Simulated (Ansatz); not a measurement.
Compare A (`CBC(C)F`) with its isomer B (`BC(C)(C)F`).

Program: Ansatz. Geometries: PBE0-D4/def2-TZVP. ΔE: electronic, gas phase. CBS: MP2 limit from def2 TZ/QZ plus the TZ coupled-cluster correction, frozen cores. Functionals use def2-TZVPP. One conformer a species, not always the lowest.

A:

```xyz
13

C     0.441   -1.638   -1.069
B    -0.400   -0.792   -0.083
C    -0.435    0.773   -0.106
C     0.036    1.415    1.188
F     0.308    1.318   -1.162
H     0.026   -2.627   -1.276
H     1.394   -1.821   -0.546
H     0.694   -1.123   -1.997
H    -1.043   -1.311    0.790
H    -1.482    1.075   -0.281
H     1.072    1.143    1.406
H    -0.587    1.085    2.022
H    -0.024    2.502    1.115
```

B:

```xyz
13

B     0.8901    1.2608   -0.3985
C     0.3636   -0.1412    0.0480
C    -0.4620   -0.0185    1.3225
C    -0.4392   -0.7948   -1.0692
F     1.4315   -1.0127    0.3412
H     0.0878    2.1016   -0.6825
H     2.0582    1.4968   -0.4563
H     0.1243    0.4160    2.1353
H    -0.7900   -1.0135    1.6353
H    -1.3420    0.6053    1.1569
H     0.1638   -0.9176   -1.9717
H    -1.3178   -0.1968   -1.3172
H    -0.7683   -1.7854   -0.7438
```

Task: Which is lower in electronic energy at CCSD(T)/CBS, and by how much? (Best estimate.)

Result: The calculation gave: A, by 42.1 kJ/mol.

Task: Give E(B) − E(A) in kJ/mol with HF/def2-TZVPP, PBE0-D4, CCSD(T)/def2-TZVPP, B2PLYP, ωB97M-V, r2SCAN-D4, CCSD/def2-TZVPP. (Estimate.)

Result: Ansatz gave: HF/def2-TZVPP 42.3, PBE0-D4 49.2, CCSD(T)/def2-TZVPP 41.4, B2PLYP 46.4, ωB97M-V 45.8, r2SCAN-D4 48.9, CCSD/def2-TZVPP 42.1. None reverses the order clearly.

Largest T1 diagnostic: 0.011.

The D4 term adds −3.1 kJ/mol with B3LYP and −1.5 kJ/mol with PBE0; it sums over pairs of atoms, weighted by their polarisabilities, and B3LYP, whose exchange is more repulsive, gets the larger term.

B3LYP here is the variant with VWN-RPA as its local correlation; programs differ in this.
